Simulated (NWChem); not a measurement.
A series in which one site is exchanged, each optimised at PBE0/def2-SVP with NWChem, gas phase unless a solvent is named. Some are not confirmed as minima by frequencies. def2 effective core potentials on In, I; no spin-orbit coupling.

A: IB (BH₂I; site = B)
B: [AlH2][I] (AlH2I; site = Al)
C: [GaH2][I] (GaH₂I; site = Ga)
D: [InH2][I] (InH2I; site = In)

### Question
Rank them by orbital gap (eV), PBE0/def2-SVP, lowest first.

### Answer
D (5.13), A (5.33), C (5.42), B (5.71)
